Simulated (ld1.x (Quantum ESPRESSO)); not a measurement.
**lead (Pb), TM semilocal: configuration errors across variants**

```json
{
  "Element": "lead (Pb)",
  "Generator": "ld1.x (Quantum ESPRESSO) 7.5",
  "Type": "norm-conserving Troullier–Martins (semilocal form)",
  "Functional": "PBEsol",
  "Relativity": "scalar-relativistic",
  "Frozen core": "[Xe] 4f14",
  "Valence charge": "14",
  "Reference configuration": "5d10 6s2 6p2",
  "Partial waves": "6s (bound): rc 1.55 bohr; 5d (bound): rc 1.95 bohr; 6p (bound): rc 2.45 bohr",
  "Local potential": "the p channel",
  "Core correction": "none"
}
```

All-electron excitation energies from the reference (eV): (1) 5d10 6s2 6p1 6.598; (2) 5d10 6s2 6p0 20.045; (3) 5d10 6s1 6p0 52.524; (4) 5d10 6s0 6p0 95.241; (5) 5d10 6s1 6p3 8.771; (6) 5d10 6s2 6p1.5 2.503; (7) 5d10 6s0 6p4 17.906.

A semilocal file is local in each channel, so a ghost entry of none says nothing of the separable form that plane-wave codes build from it.

A true bound ghost makes a file unfit for plane-wave use even where its test errors are small: the radial tests pick states by their node count and pass the ghost by.

Errors AE − PS in meV (a dash: test not solved or not reliable):

```tsv
change	(1)	(2)	(3)	(4)	(5)	(6)	(7)	bound ghosts
base	-3.4	-14	-4.8	+17	-0.7	-1.0	-8.2	none
all radii scaled by about 0.83 (s 1.28, p 2.02, d 1.62 bohr)	–	–	–	–	–	–	–	s
all radii scaled by about 0.93 (s 1.44, p 2.30, d 1.82 bohr)	-2.0	-5.8	+17	+150	+25	-0.8	+103	none
all radii scaled by about 1.16 (s 1.80, p 2.84, d 2.26 bohr)	-3.0	-15	-27	-34	-0.9	-1.0	+0.9	none
all radii scaled by about 1.20 (s 1.86, p 2.94, d 2.34 bohr)	-3.0	-16	-32	-47	-0.2	-0.9	+4.5	none
all radii scaled by about 1.29 (s 2.00, p 3.16, d 2.52 bohr)	-2.8	-21	-55	-105	+2.9	-0.8	+19	none
all radii scaled by about 1.38 (s 2.14, p 3.38, d 2.70 bohr)	-2.9	-31	-92	-201	+6.5	-0.7	+34	none
```

Problem. Give the same row for: all radii scaled by about 1.07 (s 1.66, p 2.62, d 2.08 bohr).

Solution. -3.3, -15, -16, -5.1, -2.4, -1.0, -6.5; bound ghosts: none.
